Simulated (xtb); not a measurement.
ClSr (SMILES [Cl][Sr]), doublet, at a GFN2-xTB geometry (such geometries of metal compounds can be far from the true shape) (the spin is typed, not shown lowest); GFN0-xTB run with xtb 6.7.1.

Here is a job for xtb.
```
$ xtb mol.xyz --gfn 0 --uhf 1 --json

# file mol.xyz
2

Sr    -0.00000000    -0.00000000    -0.76220135
Cl     0.00000000     0.00000000     1.70374419
```

The log (banner, timings and long lists left out):

```
   ID    Z sym.   atoms
    1   38 Sr     1
    2   17 Cl     2

           -------------------------------------------------
          |                Calculation Setup                |
           -------------------------------------------------

           -------------------------------------------------
          |                 G F N 0 - x T B                 |
           -------------------------------------------------

          ...................................................
          :                      SETUP                      :
          :.................................................:
          :  # basis functions                  20          :
          :  # atomic orbitals                  18          :
          :  # shells                            6          :
          :  # electrons                         9          :
          :  electronic temp.          300.0000000     K    :
          :  accuracy                    1.0000000          :
          :  -> integral cutoff          0.2500000E+02      :
          :  -> integral neglect         0.1000000E-07      :
          ...................................................

         :::::::::::::::::::::::::::::::::::::::::::::::::::::
         ::                     SUMMARY                     ::
         :::::::::::::::::::::::::::::::::::::::::::::::::::::
         :: total energy              -4.891891136459 Eh    ::
         :: gradient norm              0.020930462451 Eh/a0 ::
         :: HOMO-LUMO gap              3.838142100276 eV    ::
         ::.................................................::
         :: H0 energy                 -4.860257728320 Eh    ::
         :: repulsion energy           0.001662095252 Eh    ::
         :: electrostat energy        -0.033044644272 Eh    ::
         :: -> Gsolv                   0.000000000000 Eh    ::
         ::    -> Gsasa                0.000000000000 Eh    ::
         ::    -> Gshift               0.000000000000 Eh    ::
         :: dispersion energy         -0.000250859118 Eh    ::
         :: short-range corr.          0.000000000000 Eh    ::
         :: add. restraining           0.000000000000 Eh    ::
         :: total charge               0.000000000000 e     ::
         :::::::::::::::::::::::::::::::::::::::::::::::::::::

           -------------------------------------------------
          |                Property Printout                |
           -------------------------------------------------

    * Orbital Energies and Occupations

         #    Occupation            Energy/Eh            Energy/eV
      -------------------------------------------------------------
         1        2.0000           -0.9778630             -26.6090
         2        2.0000           -0.4501762             -12.2499
         3        2.0000           -0.4496990             -12.2369
         4        2.0000           -0.4496990             -12.2369
         5        1.0000           -0.2053834              -5.5888 (HOMO)
         6                         -0.0643343              -1.7506 (LUMO)
         7                         -0.0643343              -1.7506
         8                         -0.0641385              -1.7453
         9                         -0.0636769              -1.7327
        10                         -0.0636769              -1.7327
        11                         -0.0602710              -1.6401
        12                         -0.0602710              -1.6401
        13                         -0.0290100              -0.7894
        14                          0.0022932               0.0624
        15                          0.0022932               0.0624
        16                          0.0211609               0.5758
       ...                                ...                  ...
        18                          0.1844947               5.0204
      -------------------------------------------------------------
                  HL-Gap            0.1410491 Eh            3.8381 eV
             Fermi-level            0.0000000 Eh            0.0000 eV

     #   Z          covCN         q      C6AA      α(0)
     1  38 Sr       0.690     0.259  2163.329   193.468
     2  17 Cl       0.690    -0.259   105.003    15.660

 Mol. C6AA /au·bohr⁶  :       2937.162713
 Mol. C8AA /au·bohr⁸  :     557578.108939
 Mol. α(0) /au        :        209.127630

Wiberg/Mayer (AO) data.
largest (>0.10) Wiberg bond orders for each atom

 ---------------------------------------------------------------------------
     #   Z sym  total        # sym  WBO       # sym  WBO       # sym  WBO
 ---------------------------------------------------------------------------
     1  38 Sr  -0.155
     2  17 Cl  -0.155
 ---------------------------------------------------------------------------

 dipole moment from electron density (au)
     X       Y       Z
   0.0000  -0.0000  -3.6466  total (Debye):    9.269

           -------------------------------------------------
          | TOTAL ENERGY               -4.891891136459 Eh   |
          | GRADIENT NORM               0.020930462451 Eh/α |
          | HOMO-LUMO GAP               3.838142100276 eV   |
           -------------------------------------------------

normal termination of xtb
```
